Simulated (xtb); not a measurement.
xtb was given this input:
```
$ xtb mol.xyz --gfn 1 --uhf 2 --etemp 1000 --json

# file mol.xyz
3

O     -1.26683570     0.43646074    -0.02466647
S     -0.01836758    -0.37354518     0.01924988
O      1.30357086     0.31062963    -0.01383328
```

What does this run give for the total energy (a free energy at this electronic temperature), dipole moment?


```yaml
total energy (a free energy at this electronic temperature): -12.8677 Eh
dipole_moment: 2.05 D
```
